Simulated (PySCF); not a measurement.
CH₈OSi₂. Atoms are numbered in the order given.

```xyz
12

Si     1.6540     0.9565    -0.5810
C      0.7486    -0.6981    -0.3002
O     -0.6581    -0.5179    -0.4274
Si    -1.7171    -0.3983     0.8564
H      3.1278     0.7556    -0.4408
H      1.3504     1.4697    -1.9460
H      1.1929     1.9507     0.4298
H      1.0765    -1.4327    -1.0572
H      1.0281    -1.1281     0.6826
H     -1.4357     0.8103     1.6892
H     -3.0780    -0.3060     0.2707
H     -1.6063    -1.6018     1.7368
```
Charge 0, spin multiplicity 1.

Geometry optimised at B3LYP-D3(BJ)/def2-SVP. Other conformers were not sampled.

These are PBE0/pcSseg-1 (PySCF) values and carry that method's errors.

GIAO shieldings, no solvent; atoms listed in one row are averaged. δ = σ(ref) − σ: ²⁹Si against TMS (σ = 352.7 ppm); ¹³C against TMS (σ = 186.3 ppm); ¹⁷O against H2O (σ = 334.2 ppm); ¹H against TMS (σ = 31.56 ppm), references at their B3LYP-D3(BJ)/def2-TZVP geometries, non-relativistic.

Computed chemical shifts:
| nucleus | atoms | count | δ (ppm) |
|---|---|---|---|
| ²⁹Si | Si4 | 1 | -29.6 |
| ²⁹Si | Si1 | 1 | -71.7 |
| ¹³C | C2 | 1 | 56.3 |
| ¹⁷O | O3 | 1 | -17.3 |
| ¹H | H10, H11, H12 | 3 | 5.05 |
| ¹H | H8 | 1 | 4.27 |
| ¹H | H5, H6, H7 | 3 | 4.18 |
| ¹H | H9 | 1 | 3.76 |
